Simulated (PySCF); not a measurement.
Correlation energy of Au⁻ (gold, charge -1)

[Xe] 4f14 5d10 6s2, closed-shell 1S. All numbers are calculated (PySCF 2.14, a scalar-relativistic core potential, in def2-QZVPPD with the def2 core potential (60 electrons)). Frozen: nothing; 20 electrons correlated.

| level | correlation energy (mhartree) |
| --- | --- |
| CCSD | -673.95 |
| (T) | -30.42 |
| CCSD(T) | -704.37 |

Diagnostics: T1 = 0.026, D1 = 0.1055, largest double amplitude 0.060.

Task: Is a single reference adequate?

Result: Yes, within this model without spin-orbit coupling: T1 lies below 0.03 and no double amplitude reaches 0.07.

The basis has no tight functions for the innermost shells, so their pair energies are far from complete.

This basis was not built for core-valence correlation, so the inner-shell part is incomplete.
